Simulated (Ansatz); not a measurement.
## Equilibrium of HCl + GeH3(SH) ⇌ H2S + GeH3Cl at process temperatures

Species: HCl (hydrogen chloride), singlet; GeH3(SH), singlet; H2S (hydrogen sulfide) `S`, singlet; GeH3Cl (chlorogermane) `[Cl][GeH3]`, singlet. The partners trade Cl for SH: H–Cl and Ge–SH bonds give way to H–SH and Ge–Cl.

The electronic reaction energy at CCSD(T)/def2-TZVPP is -26.1 kJ/mol. Shapes: PBE0-D4/def2-TZVP. Programs: Ansatz 0.2.0. Enthalpy and entropy come from rigid-rotor, harmonic-oscillator sums on unscaled PBE0-D4/def2-TZVP wavenumbers, ideal gases at 1 bar. Symmetry numbers: HCl 1, GeH3(SH) 1, H2S 2, GeH3Cl 3. R = 8.3145 J/(mol K).

| T (K) | ΔH (kJ/mol) | ΔS (J/(mol K)) |
| --- | --- | --- |
| 800 | -28.9 | -10.7 |
| 1100 | -30.5 | -12.4 |
| 1400 | ? | ? |

Problem. Work out ln K at 800 and 1100 K, and from these estimate it at 1400 K.

Solution. 
1. 800 K: ΔG = -28.9 − 800 × (-10.7)/1000 = -20.3 kJ/mol; ln K = −ΔG/RT = +3.05.
2. 1100 K: ΔG = -30.5 − 1100 × (-12.4)/1000 = -16.9 kJ/mol; ln K = −ΔG/RT = +1.85.
3. Slope against 1000/T: (+1.85 − (+3.05))/(0.9091 − 1.2500) = +3.52, that is −ΔH/R with ΔH near -29 kJ/mol.
4. 1400 K: ln K = +3.05 + (+3.52) × (0.7143 − 1.2500) = +1.16.

The full sums give ΔH = -31.9 kJ/mol, ΔS = -13.5 J/(mol K), ΔG = -13.0 kJ/mol and ln K = +1.12 at 1400 K, so the line is off by +0.04 in ln K; without rounding the miss is +0.03, from the change of ΔH with temperature. The products are favoured over this whole range. An error of 10 kJ/mol in the energy moves ln K by 0.9 at 1400 K. Soft modes are treated as harmonic, which can err either way at these temperatures; the lowest are those of GeH3(SH) (158 cm⁻¹). Relativity is left out for Ge. Outer-core shells of Ge are correlated, in sets that cover them unevenly.
